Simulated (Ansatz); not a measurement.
Reactions of CH6OSiSn (`O=[C]([SiH3])[SnH3]`).

Program: Ansatz. Geometries: PBE0-D4/def2-TZVP. ΔE: electronic, gas phase. CBS: MP2 limit from def2 TZ/QZ plus the TZ coupled-cluster correction, frozen cores. This one scheme is used for every species, atoms too. No spin–orbit coupling; open shells (•) take unrestricted orbitals. Spin–orbit coupling would lower the free atoms: a little for C, O, Si; strongly for Sn. def2 core potentials past Kr. For Ga, Se, Sn outer-core shells are correlated without core-valence functions, so the limit isn't a true one: a few kJ/mol of doubt a bond, and 10 to 20 or more in all where bonds break to atoms. Scalar relativity is left out up to krypton. Each species was taken in one conformer, which may not be the lowest.

```
                                                                             reaction  CCSD(T)/CBS(def2) (kJ/mol)
                                   `O=[C]([SiH3])[SnH3]` → C• + 6 H• + O• + Si• + Sn•                        3033
              `O=[C]([SiH3])[SnH3]` + `COC(C)=N` → `CO[C](=N)[SnH3]` + `CC(=O)[SiH3]`                           5
                    `O=[C]([SiH3])[SnH3]` + `C[SeH]` → `[SeH][SnH3]` + `CC(=O)[SiH3]`                           ?
                                    `O=[C]([SiH3])[SnH3]` → `O=[CH][SnH3]` + `[SiH2]`                         223
                   `O=[C]([SiH3])[SnH3]` + `OB(O)F` → `OB(F)O[SiH3]` + `O=[CH][SnH3]`                        -101
                 `O=[C]([SiH3])[SnH3]` + `CC(C)=N` → `CC(C)=N[SiH3]` + `O=[CH][SnH3]`                         -39
`O=[C]([SiH3])[SnH3]` + `[NH2][GaH][SiH3]` → `[SiH3][NH][GaH][SiH3]` + `O=[CH][SnH3]`                           ?
                                        `O=[C]([SiH3])[SnH3]` → `O[SiH]1[CH2][SnH2]1`                        -186
         `O=[C]([SiH3])[SnH3]` + `NC([SiH3])S` → `NC([SiH3])S[SiH3]` + `O=[CH][SnH3]`                           ?
    `O=[C]([SiH3])[SnH3]` + `[CH3][AlH][SiH3]` → `[SiH3][AlH][SnH3]` + `CC(=O)[SiH3]`                         -61
```

Problem. Fill in the missing values. (An estimate is asked.)

Solution. The calculation gave: `O=[C]([SiH3])[SnH3]` + `C[SeH]` → `[SeH][SnH3]` + `CC(=O)[SiH3]`: -140.3 kJ/mol; `O=[C]([SiH3])[SnH3]` + `[NH2][GaH][SiH3]` → `[SiH3][NH][GaH][SiH3]` + `O=[CH][SnH3]`: -67.3 kJ/mol; `O=[C]([SiH3])[SnH3]` + `NC([SiH3])S` → `NC([SiH3])S[SiH3]` + `O=[CH][SnH3]`: -71.4 kJ/mol.

Largest T1 diagnostic: 0.016, for `O=[C]([SiH3])[SnH3]`.
